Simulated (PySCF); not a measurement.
**Optical rotation: `InChI=1S/C4H8F2Si/c5-3-1-4(6)7-2-3/h3-4H,1-2,7H2/t3-,4+/m1/s1`**

Geometry (Å), atoms numbered from 1 in this order:
```xyz
15

F     0.2816    0.1136   -2.0652
C     0.8788   -0.3324   -0.8947
C     1.1426    0.8717    0.0037
Si   -0.5577    1.2655    0.7777
C    -1.2692   -0.4710    0.3218
F    -1.8319   -1.1121    1.4181
C    -0.0833   -1.2859   -0.1985
H     1.7991   -0.8379   -1.2131
H     1.8790    0.5935    0.7562
H     1.5704    1.6797   -0.5858
H    -0.4969    1.4389    2.2261
H    -1.2776    2.3312    0.0852
H    -2.0673   -0.4270   -0.4258
H    -0.3986   -2.0780   -0.8793
H     0.4266   -1.7417    0.6515
```

Level of theory: PySCF 2.14.0, TDDFT BHandHLYP/def2-SVPD circular dichroism and optical rotation, one conformer, gas phase. Geometry: GFN2-xTB.

States above about 9.4 eV (minus the energy of the highest occupied orbital) lie near or above the ionisation threshold and depend on the basis.

Stereocentres: C2 R, C5 S.

Task: What is the specific rotation at 633, 589.3, 546, 436, 405, 365, 355 nm?

Result: [α] in deg dm⁻¹ (g/mL)⁻¹:
| λ (nm) | origin-invariant length gauge | modified velocity gauge | length gauge (centre of mass) | isotropic polarisability (au) |
| --- | --- | --- | --- | --- |
| 633 | -16.9 | -18.4 | -18.1 | 71.1 |
| 589.3 | -19.8 | -21.6 | -21.1 | 71.3 |
| 546 | -23.4 | -25.6 | -25.0 | 71.6 |
| 436 | -39.3 | -43.4 | -41.9 | 72.7 |
| 405 | -47.0 | -52.1 | -50.1 | 73.2 |
| 365 | -61.1 | -68.3 | -65.0 | 74.1 |
| 355 | -65.7 | -73.6 | -69.9 | 74.4 |

Task: And for the mirror image at 589.3 nm?

Result: +19.8 deg dm⁻¹ (g/mL)⁻¹ (origin-invariant length gauge): the same size and the opposite sign.

Task: What is the molar rotation [Φ] = [α]·M/100 of the geometry above at 589.3 nm?

Result: With M = 122.19 g/mol, -24.2 deg cm² dmol⁻¹ (origin-invariant length gauge).

The first excitation lies at 7.62 eV (163 nm) with R = +0.2 × 10⁻⁴⁰ esu² cm² (velocity form).
